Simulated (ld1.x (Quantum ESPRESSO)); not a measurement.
## u(r) = r·R(r): atom against pseudo-atom (chlorine (Cl))

Columns: radius, all-electron u(r) and pseudo u(r) of the 3p shell (level -8.60 eV) of chlorine in the configuration [Ne] 3s2 3p5; PBE, scalar-relativistic, TM scheme, ld1.x (Quantum ESPRESSO) 7.5.

```csv
r (bohr),all-electron,pseudo
0.062,0.1014,-0.0050
0.125,0.2471,-0.0200
0.188,0.3374,-0.0441
0.250,0.3596,-0.0755
0.312,0.3270,-0.1128
0.375,0.2547,-0.1549
0.438,0.1584,-0.1997
0.500,0.0520,-0.2449
0.562,-0.0577,-0.2907
0.625,-0.1665,-0.3376
0.688,-0.2687,-0.3855
0.750,-0.3607,-0.4338
0.812,-0.4430,-0.4836
0.875,-0.5164,-0.5352
0.938,-0.5796,-0.5863
1.000,-0.6320,-0.6335
1.062,-0.6751,-0.6752
1.125,-0.7099,-0.7099
1.188,-0.7365,-0.7365
1.250,-0.7554,-0.7554
1.312,-0.7678,-0.7678
1.375,-0.7747,-0.7747
1.438,-0.7764,-0.7764
1.500,-0.7739,-0.7739
1.562,-0.7676,-0.7676
1.625,-0.7582,-0.7582
```

(1) How many radial nodes do the two functions have?

(2) At about which radius was the pseudo-wave matched?

(3) Is the pseudo-wave norm-conserving?

## Answers

(1) The all-electron 3p function has n − l − 1 = 1; the pseudo-wave has 0, since the states of the same l below it are removed with the core.

(2) 1.15 bohr. The columns agree to 0.0005 from 1.06 bohr on; several derivatives are matched, so the curves merge somewhat inside the radius.

(3) Yes: the TM scheme keeps the norm inside the radius equal to the all-electron one, which fixes the energy derivative of the logarithmic derivative at the level.
